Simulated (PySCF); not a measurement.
B(H)(OH)(iPr) (C3H9BO), SMILES CC(C)BO. Atoms are numbered in the order given.

```xyz
14

B     -0.5494     0.9412     0.4995
H     -1.5143     1.1343     1.2060
O      0.3454     1.9550     0.4528
H      1.1053     1.7648    -0.1154
C     -0.3854    -0.4140    -0.3052
C     -0.5735    -1.6268     0.6244
C      0.9111    -0.5172    -1.1190
H     -1.2407    -0.4150    -1.0134
H     -0.5734    -2.5736     0.0584
H      0.2410    -1.6911     1.3664
H     -1.5216    -1.5671     1.1815
H      1.0231     0.3180    -1.8326
H      0.9522    -1.4470    -1.7101
H      1.7994    -0.5208    -0.4619
```
Charge 0, spin multiplicity 1.

Geometry optimised at B3LYP-D3(BJ)/def2-SVP. The structure was generated by enumeration, and PubChem lists no compound with its InChIKey, so it may never have been made. One conformer was computed; it need not be the lowest.

Two levels are set side by side: PBE/pcSseg-1 (PySCF) and PBE0/pcSseg-1 (PySCF). GIAO shifts against BF3 (¹¹B), H2O (¹⁷O), TMS (¹H), TMS (¹³C) at the same level; non-relativistic, no solvent, atoms listed together averaged. Differences are taken from unrounded values.

```tsv
quantity	PBE
δ(¹¹B) of B1 (ppm)	38.1
δ(¹H) of H2 (ppm)	5.59
δ(¹⁷O) of O3 (ppm)	203.9
δ(¹H) of H4 (ppm)	6.24
δ(¹³C) of C5 (ppm)	27.7
δ(¹H) of H8 (ppm)	1.25
```

Question: These are the PBE values. What does PBE0 give? (Estimate from the structure and the level; the computed values follow.)

Answer: 
```
quantity             PBE0  PBE minus PBE0
------------------  -----  --------------
δ(¹¹B) of B1 (ppm)   38.1             0.0
δ(¹H) of H2 (ppm)    5.49            0.10
δ(¹⁷O) of O3 (ppm)  189.2            14.7
δ(¹H) of H4 (ppm)    6.03            0.21
δ(¹³C) of C5 (ppm)   24.9             2.7
δ(¹H) of H8 (ppm)    1.12            0.13
```

Rough cost on one machine, each run with all the roots and properties that it gave: PBE0 against PBE within a factor of 2.
